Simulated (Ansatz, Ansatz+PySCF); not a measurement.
```xyz
3

S     0.0000    0.4325   -1.6278
S     0.0000   -0.6283    0.1327
O     0.0000    0.1958    1.4951
```

Basis set: def2-SVP (spherical functions). Frozen core: 11 orbitals. Charge 0, multiplicity 1.

Computed with Ansatz (development build ahead of 0.2.0); each method stands on the lowest determinant of its kind that the runs found. Restricted open shells among the atoms or ions are ROHF, correlated in semicanonical orbitals with singles.

The atomization energy at this shape (free ground-state atoms in the same class of orbitals less the molecule, no zero-point energy) of singlet S2O:

| method | atomization energy |
| --- | --- |
| UHF-CCSDT(Q) | 637.6 kJ/mol |
| UHF-CCSD(T) | 597.7 kJ/mol |
| RHF-MP2 | 678.2 kJ/mol |
| UHF-MP2 | 551.3 kJ/mol |
| RHF | 109.1 kJ/mol |
| UHF | 212.1 kJ/mol |

What does RHF-CCSD(T) give?

619.4 kJ/mol. Caution: the shape is not the minimum. Caution for UHF-CCSDT(Q), UHF-CCSD(T), UHF-MP2: a plain start can end on a higher determinant. Caution for UHF-CCSDT(Q), UHF-CCSD(T), UHF-MP2, UHF: the unrestricted determinant is a mixture of spin states. Caution for RHF-CCSD(T), RHF-MP2, RHF: an unrestricted determinant lies well below. Caution for UHF-CCSD(T): another reference gives a lower total; the program doubts this total.
